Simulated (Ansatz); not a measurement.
System: C₃H₆S (charge 0, singlet). 
Structure (B3LYP-D3(BJ)/def2-TZVP (Ansatz, a quantum-chemistry and plane-wave program) minimum search):
```xyz
10

C      0.0008     1.3184     0.2509
C     -1.1480     0.2936     0.2181
S     -0.0008    -1.0285    -0.3774
C      1.1487     0.2927     0.2156
H      0.0020     1.9898     1.1112
H      0.0000     1.9219    -0.6563
H     -1.9694     0.5086    -0.4615
H     -1.5445     0.0509     1.2035
H      1.9688     0.5071    -0.4659
H      1.5473     0.0497     1.2000
```

Basis-set convergence of Hartree-Fock and MP2 correlation energies (hartree) with Ansatz. Cores are frozen in the correlated levels unless marked. No spin-orbit coupling. No relativistic terms.

```csv
basis,functions,E(HF),"E(corr, MP2)"
cc-pV(D+d)Z,95,-514.61048,-0.55544
cc-pV(T+d)Z,213,[?],[?]
```

Q: Complete the blanks.

A: 
- cc-pV(T+d)Z, E(HF): -514.65904
- cc-pV(T+d)Z, E(corr, MP2): -0.68780
